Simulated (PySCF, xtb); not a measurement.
BiH₃, SMILES [BiH3].

xtb 6.7.1 with GFN2-xTB at its own geometry gives an orbital gap of 8.32 eV and a dipole moment of 2.57 D.

Coordinates come from a B3LYP-D3(BJ)/def2-TZVPD optimisation. The def2 effective core potentials stand for the cores of Bi; spin–orbit coupling is left out.

**Question.** What does PBE/def2-TZVPD (PySCF) give? (Estimate from the structure and the level; the computed values follow.)

**Answer.** gap 5.71 eV (levels -6.70 and -1.00 eV), dipole 1.13 D.
